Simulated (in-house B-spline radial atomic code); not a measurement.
**Ionising neutral argon with different functionals**

Computed with a radial B-spline atomic code at the basis-set limit: non-relativistic Hamiltonian, point nucleus, spin-polarised at highest spin, spherical fractional occupations for the functionals, the average over the highest-spin determinants for Hartree-Fock. The ionisation energy is the difference of two self-consistent energies, [Ne] 3s2 3p6 → [Ne] 3s2 3p5, without Breit or QED terms; ε is the level of the shell that loses the electron (its least bound occupied spin orbital).

Hybrids are left out here: with spherical fractional occupations of an open shell their exact exchange keeps a self-interaction that integer-occupation calculations don't have.

| method | rung | ΔSCF (eV) | -ε(3p) (eV) |
| --- | --- | --- | --- |
| Hartree-Fock | Hartree-Fock | 14.76 | 16.08 |
| LDA VWN5 | LDA | 15.94 | 10.40 |
| LDA PW92 | LDA | 15.94 | 10.40 |
| LDA exchange-only | LDA | 14.49 | 9.08 |
| PBE | GGA | 15.81 | 10.29 |
| PBEsol | GGA | 15.77 | 10.25 |
| BLYP | GGA | 15.68 | 10.16 |
| RPBE | GGA | 15.78 | 10.26 |
| PW91 | GGA | 15.88 | 10.34 |
| BP86 | GGA | 15.91 | 10.38 |
| AM05 | GGA | 15.75 | 10.22 |
| OLYP | GGA | 15.77 | 10.24 |
| TPSS | meta-GGA | 15.93 | 10.42 |
| SCAN | meta-GGA | 16.19 | 10.73 |
| r2SCAN | meta-GGA | 16.17 | 10.73 |
| M06-L | meta-GGA | 16.12 | 10.59 |
| revTPSS | meta-GGA | 15.90 | 10.41 |

Problem. How do they compare with the NIST value?

Solution. NIST lists 15.760 eV (measured, ground level to ground level). Errors run from -1.27 to +0.43 eV; AM05 is closest (-0.01 eV), but part of that can be cancellation, since the calculations leave out relativity, Breit-QED terms, multiplet and fine-structure energies. Hartree-Fock also lacks correlation.
